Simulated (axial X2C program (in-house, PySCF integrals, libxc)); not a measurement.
**Spin–orbit effects down a group: molecules with Sb (ions), PBE0**

Computed with an in-house all-electron X2C program for linear molecules (integrals from PySCF), spin-free (one-electron X2C) or two-component (2c: spin–orbit coupling with atomic mean-field Coulomb and Gaunt terms, which also bring small scalar terms), in Dyall basis sets with cores contracted in-house; open shells are unrestricted.

Basis sets: H dyall-av3z, Li dyall-av3z, Na dyall-av3z, Sb dyall-acv3z.

| molecule | spin-free state | Re (Å) | ωe (cm⁻¹) | De (eV) | 2c state | Re 2c (Å) | ωe 2c (cm⁻¹) | De 2c (eV) |
| --- | --- | --- | --- | --- | --- | --- | --- | --- |
| SbH⁻ | M_S = 1/2, Λ = 1 | 1.732 | 1829.7 | 2.73 | Ω = 3/2 | 1.735 | 1810.0 | 2.75 |
| LiSb⁻ | M_S = 1/2, Λ = 1 | 2.547 | 389.4 | 1.36 | Ω = 3/2 | 2.559 | 375.3 | 1.39 |
| NaSb⁻ | M_S = 3/2, Λ = 0 | 3.107 | 151.5 | 1.05 | Ω = 3/2 | 2.978 | 154.4 | 1.06 |

Fragments in 2c: Sb- + H, Sb- + Li, Sb- + Na. Each entry is the lowest single determinant of a limited PBE0 search at one distance. De goes to single-determinant-based atoms at the same level (for ions the charge split of lowest energy) and is withheld (n/a) where an atom does not fit its ground term or J level. Main or longest-lived isotopes. One determinant is a doubtful description, or other states lie close, for LiSb⁻, NaSb⁻; these need not be ground states, and all values refer to the states named. With several unpaired electrons the Ω given is that of one determinant, not necessarily of the lowest component. The functionals have no current term, which raises determinants with orbital currents.
